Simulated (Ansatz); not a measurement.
Input for Ansatz (a program for electronic structure): R-CCSD(T)/def2-TZVPP on Cl3Lu (SMILES [Cl][Lu]([Cl])[Cl]), 2S+1 = 1, a spin state set in the input, which need not be the lowest. Elements past Kr take the def2 small-core potentials; no spin–orbit coupling.

Ansatz 0.2 input:
```yaml
crystal:
  periodic: [false, false, false]
  atoms:
    - {symbol: Lu, position_ang: [-0.01455155, 0.01696570, -0.01382864]}
    - {symbol: Cl, position_ang: [2.24053728, -0.45156644, -0.68881664]}
    - {symbol: Cl, position_ang: [-0.89110343, -0.95438217, 1.99833020]}
    - {symbol: Cl, position_ang: [-1.39287002, 1.45594819, -1.35182906]}
basis:
  gaussian:
    orbitals: def2-TZVPP
magnetization: {spin_polarized: false}
correlation: {method: ccsd_t, electrons: valence}
```

Task: Give the final energy of this run.

Result: -2613.1214 hartree (reference determinant -2611.2863, T1 diagnostic 0.014).

Task: How many basis functions does it have, and what does it roughly cost on one machine?

Result: 231 functions; very roughly 9 core-minutes.
